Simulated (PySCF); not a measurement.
## C₆ coefficients of unlike pairs at UHF

Calculated with PySCF 2.14 from the dipole response of each species, C₆(A,B) = (3/π) ∫ α_A(iu) α_B(iu) du, in atomic units, from isotropic polarisabilities. For ions this is the dispersion term alone; charge-induced terms of lower order in 1/R come first.

```
species       configuration                                                                                              basis      relativity  α (bohr³)  C₆ (like pair)
     Ni   [Ar] 3d8 4s2 (3F)                                                                           def2-TZVPPD (6s6p4d2f1g)            none      64.57           559.3
     Zr   [Kr] 4d2 5s2 (3F)  aug-cc-pVTZ-PP with one added diffuse shell each of s, p, d, f, g type with ECP28MDF (7s7p6d4f3g)  core potential      194.6            2517
     Ar           [Ar] (1S)                                                                          def2-QZVPPD (10s7p5d2f1g)            none      10.75           61.97
 In(2+)  [Kr] 4d10 5s1 (2S)                                                                         aug-cc-pVTZ-DK3 (8s7p5d2f)   spin-free X2C      17.51           74.69
```

(1) Estimate C₆ for In(2+) with Zr.

No spin-orbit coupling is included.

The other pairs:

| pair | C₆ |
| --- | --- |
| In(2+), Ni | 195.1 |
| Ar, Ni | 154.1 |
| In(2+), Ar | 65.00 |
| Zr, Ni | 1166 |
| Ar, Zr | 299.0 |

## Answers

(1) The integral gives 391.7. The combination rule 2 C_A C_B / (C_A α_B/α_A + C_B α_A/α_B) gives 355.8 and the geometric mean 433.6.
